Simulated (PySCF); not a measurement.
SMILES CO[Si](OC)(OC)[Al]([OH])[OH] (GFN2-xTB optimised geometry):

```
21

Si    -0.389     1.071     0.000
O     -1.394     1.574     1.158
C     -2.416     0.769     1.651
O     -1.250     1.039    -1.407
C     -0.823     0.431    -2.572
O      0.674     2.301     0.045
C      1.716     2.424    -0.868
Al     0.594    -1.117     0.000
O      2.248    -1.117     0.000
O     -0.552    -2.308    -0.077
H     -3.194     0.631     0.898
H     -2.026    -0.215     1.933
H     -2.839     1.257     2.529
H     -0.301     1.143    -3.218
H     -1.686     0.024    -3.102
H     -0.122    -0.401    -2.337
H      1.375     2.942    -1.769
H      2.100     1.440    -1.159
H      2.516     3.003    -0.404
H      3.194    -1.133     0.043
H     -1.195    -3.003    -0.115
```

Calculation: B3LYP/def2-SVP (PySCF).

What are the frontier orbital energies and the dipole moment?

HOMO-2 -7.60 eV, HOMO-1 -7.15 eV, HOMO -6.53 eV, LUMO -0.36 eV, LUMO+1 0.04 eV; dipole moment 3.90 D.

On the same geometry PySCF 2.14.0 with PBE/def2-SVP gives HOMO-2 -6.27 eV, HOMO-1 -5.84 eV, HOMO -5.47 eV, LUMO -0.99 eV, LUMO+1 -0.50 eV; dipole moment 3.60 D.

Meta-Löwdin charges at B3LYP/def2-SVP: Si1 1.12, O2 -0.58, C3 -0.06, O4 -0.60, C5 -0.04, O6 -0.59, C7 -0.06, Al8 0.80, O9 -0.72, O10 -0.73, H11 0.09, H12 0.08, H13 0.10, H14 0.09, H15 0.10, H16 0.06, H17 0.08, H18 0.08, H19 0.10, H20 0.34, H21 0.34.
